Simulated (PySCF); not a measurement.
## C₆ coefficients of unlike pairs at UHF

Calculated with PySCF 2.14 from the dipole response of each species, C₆(A,B) = (3/π) ∫ α_A(iu) α_B(iu) du, in atomic units, from isotropic polarisabilities. For ions this is the dispersion term alone; charge-induced terms of lower order in 1/R come first.

```tsv
species	configuration	basis	relativity	α (bohr³)	C₆ (like pair)
Ar	[Ar] (1S)	aug-cc-pCVTZ-DK (8s7p5d3f)	spin-free X2C	10.51	61.20
Cl⁺	[Ne] 3s2 3p4 (3P)	aug-cc-pwCVQZ (10s9p7d5f3g)	none	8.568	40.40
Ir²⁺	[Xe] 4f14 5d7 (4F)	x2c-TZVPPall with one added diffuse shell each of s, p, d, f type (12s8p8d4f1g)	spin-free X2C	9.517	60.83
C²⁺	[He] 2s2 (1S)	dyall-av2z (11s7p2d)	none	4.509	7.111
```

(1) Estimate C₆ for Ir²⁺ with Ar.

No spin-orbit coupling is included.

The other pairs:

| pair | C₆ |
| --- | --- |
| Cl⁺, Ar | 49.71 |
| Ir²⁺, Cl⁺ | 48.88 |
| C²⁺, Ar | 20.40 |
| C²⁺, Cl⁺ | 16.60 |
| C²⁺, Ir²⁺ | 19.61 |

## Answers

(1) The integral gives 60.23. The combination rule 2 C_A C_B / (C_A α_B/α_A + C_B α_A/α_B) gives 60.74 and the geometric mean 61.02.
